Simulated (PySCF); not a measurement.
HO2Si, SMILES O=[Si]=[OH+], charge +1.

Geometry optimised at B3LYP-D3(BJ)/def2-TZVP. The isomer is the one that the SMILES or the coordinates give; other isomers of the formula were not compared.

Method: PBE/def2-TZVPD in PySCF.

The molecule is in vacuum.

Computed frontier levels, gap, dipole moment and polarisability:
- highest occupied level = -15.22 eV
- lowest empty level = -11.53 eV
- orbital gap = 3.68 eV
- dipole moment about the centre of nuclear charge = 4.57 D
- mean static polarisability = 26.3 bohr³ (3.90 Å³)
- polarisability, principal values = 21.1, 21.4, 36.4 bohr³
